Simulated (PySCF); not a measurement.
Cu(I) anion (CuI), SMILES [Cu][I] (connectivity only; charge and spin as stated), charge -1, multiplicity 2.

The structure is a stationary point at PBE0-D3(BJ)/def2-TZVPD. The multiplicity is an assumed one; other spin states were not compared. The def2 effective core potentials stand for the cores of I; spin–orbit coupling is left out.

Method: PBE0-D3(BJ)/def2-TZVPD (PySCF 2.14.0).

Frequencies are harmonic and unscaled.

Computed harmonic wavenumbers and intensities:
```tsv
mode	ν (cm⁻¹)	IR (km/mol)	moving atoms (share of kinetic energy)
1	168	13.7	Cu 67 %, I 33 %
```
